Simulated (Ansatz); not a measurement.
`[OH][Al]1[CH2][GaH]1` at its PBE0-D4/def2-TZVP geometry, where that method's forces vanish. Charge 0, multiplicity 1.

```xyz
8

O    -1.0231   -0.7311    2.2411
Al   -0.2135   -0.1278    0.8825
C    -0.4747    0.0047   -1.0187
Ga    1.4921    0.4517   -0.7198
H    -0.6906   -0.6681    3.1353
H    -0.9785   -0.5040   -1.8407
H    -0.8344    1.0625   -0.9813
H     2.7227    0.5121   -1.6984
```

**Question.** What forces (eV/Å) does r2SCAN-D4/def2-TZVPP give on these atoms in Ansatz 0.2.0? (Estimate.)

**Answer.** Ansatz gave: 
```
O1  -0.036 -0.028  0.014
Al2  0.075  0.062 -0.092
C3  -0.002 -0.056  0.010
Ga4  0.062  0.023  0.022
H5  -0.001 -0.003  0.038
H6  -0.002  0.035 -0.016
H7  -0.005 -0.010 -0.004
H8  -0.092 -0.022  0.029
```
